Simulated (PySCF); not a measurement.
Species: C9H16P (charge -1).
Numbering: `[CH3:1][CH:2]([CH3:3])[CH2:4][P-:5][C:6]1=[CH:7][CH2:8][CH2:9][CH2:10]1` (hydrogens: H11, H12, H13 on C1; H14 on C2; H15, H16, H17 on C3; H18, H19 on C4; H20 on C7; H21, H22 on C8; H23, H24 on C9; H25, H26 on C10)

Computed with PySCF, PBE0-D3(BJ)/def2-SVP geometry optimisation, gas phase.

Some entries are withheld. Bonds in one row agree within 0.01 Å.

```csv
coordinate,value
"C1–C2, C2–C3",?
C2–C4,1.530 Å
C4–P5,1.885 Å
P5–C6,1.773 Å
C6=C7,1.374 Å
C7–C8,1.504 Å
C8–C9,?
C9–C10,?
C6–C10,1.524 Å
C1–H11 and 5 like bonds,1.104 Å
C2–H14,1.108 Å
"C4–H18, C4–H19",1.109 Å
C7–H20,1.094 Å
"C8–H21, C8–H22",1.113 Å
"C9–H23, C9–H24",1.105 Å
"C10–H25, C10–H26",1.106 Å
C1–C2–C3,110.8°
C1–C2–C4,?
C2–C4–P5,112.9°
C4–P5–C6,98.8°
P5–C6–C7,133.9°
P5–C6–C10,?
C7–C6–C10,107.6°
C6–C7–C8,112.7°
C7–C8–C9,102.2°
C8–C9–C10,?
C6–C10–C9,104.2°
```

Task: Fill in the missing values.

Result: 
- C1–C2, C2–C3 = 1.526 Å, drawn single (methyl carbon to sp3 CH carbon); 0.01 Å above the sum of covalent radii, 1.52 Å.
- C8–C9 = 1.535 Å, drawn single (allylic carbon to ring CH2 carbon); 0.02 Å above the sum of covalent radii, 1.52 Å.
- C9–C10 = 1.531 Å, drawn single (ring CH2 carbon to allylic carbon); 0.01 Å above the sum of covalent radii, 1.52 Å.
- C1–C2–C4 = 111.3°, at the sp3 CH carbon; the outer atoms are 2.523 Å apart.
- P5–C6–C10 = 118.5°, at the fully substituted alkene carbon; the outer atoms are 2.837 Å apart.
- C8–C9–C10 = 104.0°, at the ring CH2 carbon, inside a 5-membered ring; the outer atoms are 2.415 Å apart.

Radii are Cordero's, carbon taken as 0.76, 0.73 or 0.69 Å for four, three, and two or fewer neighbours.

Stationary, but not proved a minimum. The geometry's basis has no diffuse functions, a weakness for an anion. Torsions: C1–C2–C4–P5 67°, C2–C4–P5–C6 -174°, C4–P5–C6–C7 -2°, C6–C7–C8–C9 19°, C7–C8–C9–C10 -29°, C8–C9–C10–C6 29°, P5–C6–C10–C9 163°.

The run took 6.6 min on one thread, Arm Neoverse N1 (aarch64), shared host with 64 logical CPUs at a one-minute load of 52, and the process peaked at 0.98 GiB of memory. This is the geometry optimisation.

One conformer stands for the species.
